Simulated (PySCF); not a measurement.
Run record: excited-state job, `c1(c(Br)c(nnn1)C)C#N`.

Computed with TDDFT wB97X-D/def2-SVPD, vertical, gas phase, core orbitals frozen in the response (PySCF 2.14.0, density-fitted response routines). Geometry: GFN2-xTB. The input is one job of a driver script: a line of settings, then coordinates in Å.

Command:
```bash
OMP_NUM_THREADS=1 python probes_run.py task.json out
```

Input:
```
{"job": {"kind": "uv", "xc": "wB97X-D", "basis": "def2-SVPD", "nstates": 8, "ntriplets": 3}, "charge": 0, "multiplicity": 1}
C     -2.144794    -0.291612     0.044835
C     -0.784571     0.295445     0.020794
N     -0.672765     1.619159     0.034772
N      0.474293     2.204812     0.016361
N      1.576925     1.563346    -0.018213
C      1.585922     0.224153    -0.035635
C      2.847302    -0.428845    -0.073448
N      3.848361    -0.981541    -0.103561
C      0.382546    -0.483769    -0.016061
Br     0.323993    -2.382293    -0.038580
H     -2.882842     0.503909     0.074451
H     -2.299966    -0.907532    -0.840632
H     -2.258791    -0.934746     0.917190
```

**Question.** What does the run print?

**Answer.** 
```
coarse grid: 61128 points
cycle   1  E = -2984.5596003104  dE =  1.164e+00  |g| = 7.466e-01  |ddm| = 7.972e+00
cycle   2  E = -2984.4195202183  dE =  1.401e-01  |g| = 1.122e+00  |ddm| = 4.572e+00
cycle   3  E = -2984.7024578072  dE = -2.829e-01  |g| = 1.317e-01  |ddm| = 2.419e+00
cycle   4  E = -2984.7055502543  dE = -3.092e-03  |g| = 6.136e-02  |ddm| = 4.550e-01
cycle   5  E = -2984.7063588538  dE = -8.086e-04  |g| = 2.152e-02  |ddm| = 1.538e-01
cycle   6  E = -2984.7064648322  dE = -1.060e-04  |g| = 5.416e-03  |ddm| = 6.631e-02
cycle   7  E = -2984.7064755122  dE = -1.068e-05  |g| = 2.525e-03  |ddm| = 2.359e-02
cycle   8  E = -2984.7064776625  dE = -2.150e-06  |g| = 8.042e-04  |ddm| = 9.607e-03
final grid: 129200 points
cycle   9  E = -2984.7061255602  dE = -1.806e-06  |g| = 1.077e-03  |ddm| = 2.233e-02
cycle  10  E = -2984.7061255444  dE =  1.572e-08  |g| = 1.176e-03  |ddm| = 4.127e-03
cycle  11  E = -2984.7061258248  dE = -2.804e-07  |g| = 1.870e-04  |ddm| = 2.206e-03
cycle  12  E = -2984.7061258339  dE = -9.106e-09  |g| = 7.717e-05  |ddm| = 6.033e-04
cycle  13  E = -2984.7061258364  dE = -2.494e-09  |g| = 4.546e-05  |ddm| = 3.149e-04
cycle  14  E = -2984.7061258371  dE = -6.603e-10  |g| = 1.336e-05  |ddm| = 1.162e-04
converged SCF energy = -2984.7061258371

Static polarisability (au): isotropic 102.712, principal 62.277 117.355 128.502

Singlet excitations
state   eV       nm        f      main configurations
  1   3.3917    365.6   0.00116   H->L 0.96
  2   3.7246    332.9   0.00315   H->L+1 0.97
  3   4.0938    302.9   0.00158   H-1->L 0.93
  4   4.4635    277.8   0.00210   H-1->L+1 0.94
  5   5.1619    240.2   0.07991   H-2->L 0.83
  6   5.7531    215.5   0.03844   H-2->L+1 0.63, H-4->L 0.21
  7   5.8933    210.4   0.00001   H-3->L 0.86
  8   6.1386    202.0   0.00013   H-2->L+2 0.91

Triplet excitations (Tamm-Dancoff, eV): 2.6893 3.1414 3.7056
```

The SCF starts on a coarse grid where the log names one; the energy can jump when the final grid takes over, and dE then counts from the start density on the new grid. H and L stand for HOMO and LUMO; the number after each pair is its weight.

**Question.** Give S1 in cm⁻¹ and kJ/mol.

**Answer.** 3.3917 eV × 8065.54 = 27356 cm⁻¹; × 96.485 = 327.2 kJ/mol.

Summary of the converged run: HOMO -9.74 eV, LUMO -1.45 eV; lowest singlet 3.39 eV; lowest triplet 2.69 eV (Tamm–Dancoff); mean polarisability 102.7 au.

 Relativistic effects, spin–orbit coupling among them, are left out although an element past zinc is present.

**Question.** How long does this job take on one thread of an Arm Neoverse N1 (shared host)? And the peak memory of the process?

**Answer.** About 2.0 min, with 1.1 GiB resident at the peak, the Python interpreter and its libraries included.
Labels such as C1 count atoms from 1, the log's own numbers from 0.

wB97X-D is run here without its empirical dispersion term; that term would change no orbital, density or response property at a fixed geometry.
